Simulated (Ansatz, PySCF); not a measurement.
CLiN, SMILES [N][C][Li] (connectivity only; charge and spin as stated), neutral, multiplicity 1. Atoms are numbered in the order given.

```xyz
3

Li     0.0000     0.0000    -2.0504
C      0.0000     0.0000    -0.1428
N      0.0000     0.0000     1.0169
```

Geometry optimised at B3LYP-D3(BJ)/def2-TZVPD.

Two levels are set side by side: PBE-D3(BJ)/def2-TZVPD (Ansatz, an electronic-structure program) and B3LYP-D3(BJ)/def2-TZVPD (Ansatz). Each level has its own optimised geometry; the coordinates shown are those of the second. Frequencies come from the Hessian of PySCF at each geometry. Differences are taken from unrounded values.

```csv
quantity,B3LYP-D3(BJ)
mean bond length (Å),1.534
bond Li1–C2 (Å),1.908
bond C2–N3 (Å),1.160
highest harmonic wavenumber (cm⁻¹),2237
mean harmonic wavenumber (cm⁻¹),804
zero-point energy (kcal/mol),4.60
```

Q: What does PBE-D3(BJ) give, and how far is it from B3LYP-D3(BJ)? (An estimate is asked for; the answer gives what the named calculation found.)

A: 
```json
[
 {"quantity": "mean bond length (Å)", "PBE-D3(BJ)": "1.542", "PBE-D3(BJ) minus B3LYP-D3(BJ)": "0.009"},
 {"quantity": "bond Li1–C2 (Å)", "PBE-D3(BJ)": "1.913", "PBE-D3(BJ) minus B3LYP-D3(BJ)": "0.005"},
 {"quantity": "bond C2–N3 (Å)", "PBE-D3(BJ)": "1.172", "PBE-D3(BJ) minus B3LYP-D3(BJ)": "0.012"},
 {"quantity": "highest harmonic wavenumber (cm⁻¹)", "PBE-D3(BJ)": "2157", "PBE-D3(BJ) minus B3LYP-D3(BJ)": "-80"},
 {"quantity": "mean harmonic wavenumber (cm⁻¹)", "PBE-D3(BJ)": "779", "PBE-D3(BJ) minus B3LYP-D3(BJ)": "-26"},
 {"quantity": "zero-point energy (kcal/mol)", "PBE-D3(BJ)": "4.45", "PBE-D3(BJ) minus B3LYP-D3(BJ)": "-0.15"}
]
```

GGA bonds tend to be longer and softer than those of functionals with exact exchange. Differences between two approximate levels are no errors against the true value.
